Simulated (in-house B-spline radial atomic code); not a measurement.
S³⁺: [Ne] 3s2 3p1

Method: non-relativistic M06-L, spin-polarised, spherical fractional occupations, point nucleus. Calculated with an all-electron radial atomic-structure program (B-spline basis).

Screening seen three ways: the hydrogenic charge with the same mean radius, Z_r = [3n² - l(l+1)]/(2<r>), the one with the same energy, Z_e = n√(-2ε), and Slater's rules. Values are occupation-weighted means over spin.

```csv
shell,electrons,ε (eV),<r> (bohr),Z_r,Z_e,Slater
1s,2,-2454.1,0.09723,15.43,13.43,15.70
2s,2,-258,0.4767,12.59,8.71,11.85
2p,6,-201.19,0.4409,11.34,7.69,11.85
3s,2,-52.378,1.526,8.84,5.89,6.50
3p,1,-40.885,1.655,7.55,5.20,6.50
```

The least bound orbital is 3p up at -40.89 eV, and it is also the most diffuse (<r> = 1.655 bohr).
